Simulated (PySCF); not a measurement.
# What a mistake does to a calculation on GeH6Si2

All numbers below are calculated, not measured. The program is PySCF 2.14.0, an open-source quantum chemistry code, run on an isolated molecule that a program drew, which may never have been made. The molecule is GeH6Si2 (charge 0, singlet), drawn as the SMILES string `[SiH][GeH2][SiH3]`.

Each row is a Hartree-Fock (HF) and frozen-core CCSD(T) single point in the cc-pV(D+d)Z basis, meant for a local HF minimum. Run 1 is clean. Each other run has one planted mistake out of seven kinds, and not every kind appears here: one electron removed, one electron added, multiplicity raised by two, geometry at a saddle point, minimal basis STO-3G, one bond length entered in bohr, all coordinates scaled. The reference is restricted for singlets and unrestricted otherwise, and also for a bond in bohr. Adding or removing an electron swaps singlet and doublet. Electrons count all cores. HOMO and LUMO are orbital energies over both spins, the gradient is its largest component, and the lowest frequency (negative if imaginary) is given only where the gradient is small. Bond lengths are over the 8 bonds as drawn. T1 is the CCSD diagnostic: over 0.02 (restricted) or 0.045 (unrestricted) a single reference is doubtful. Germanium has the cc-pVDZ-PP basis, with a core potential (ECP10MDF) in place of its 10 inner electrons, and its 3s, 3p and 3d shells are frozen in CCSD(T).

Geometry of the clean run:
```xyz
9
GeH6Si2, angstrom
Si    2.3184   -1.8498    0.7639
Ge    0.6531   -0.0582    0.5432
Si   -0.4308    0.4405    2.6427
H     1.2511   -2.8747    1.0906
H     1.2861    1.2380    0.0080
H    -0.4379   -0.4760   -0.4610
H     0.5829    0.7857    3.6692
H    -1.3625    1.5830    2.4934
H    -1.1884   -0.7441    3.1109
```

```
run,electrons,basis functions,<S^2>,HOMO (eV),LUMO (eV),gradient (hartree/bohr),lowest frequency (cm^-1),mean bond (Å),longest bond (Å),T1,HF (hartree),CCSD(T) (hartree),mistake
1,66,99,0.000,-8.53,-0.06,2.0e-05,73,1.7391,2.456,0.0150,-874.67785,-875.03779,no fault
2,67,99,0.768,-1.87,6.80,1.7e-02,-,1.7391,2.456,0.0155,-874.71233,-875.08172,one electron added
3,65,99,0.780,-15.37,-6.56,3.8e-02,-,1.7391,2.456,0.0220,-874.40198,-874.73334,one electron removed
4,66,99,2.011,-8.22,-0.23,3.4e-02,-,1.7391,2.456,0.0181,-874.66412,-875.00374,multiplicity raised by two
5,66,99,0.000,-8.53,-0.23,3.3e-02,-,1.8625,2.630,0.0155,-874.64882,-875.01386,all coordinates scaled
6,66,99,1.069,-8.18,-0.11,5.2e-03,-,1.9076,2.864,0.0661,-874.59274,-874.93644,?
```

**Which mistake was planted in run 6, and what did it cost?**

The mean bond changes by a factor of 1.097 and the longest by 1.166, so the molecule wasn't scaled as a whole. A length L in bohr read as angstrom grows by (1/0.5292 - 1) L = 0.890 L. The 8 bonds together grew by 8 x 0.1685 = 1.348 Å, which gives L = 1.515 Å. That is bond Si1-H4, 1.515 Å in the clean geometry. So the mistake is: one bond length entered in bohr. Subtracting run 1 and multiplying by 627.51 kcal/mol a hartree, the energy moved by 53.4 kcal/mol in HF and 63.6 kcal/mol in CCSD(T).

Cautions from the logs. Run 6: T1 is over the limit, so its CCSD(T) energy is less reliable.
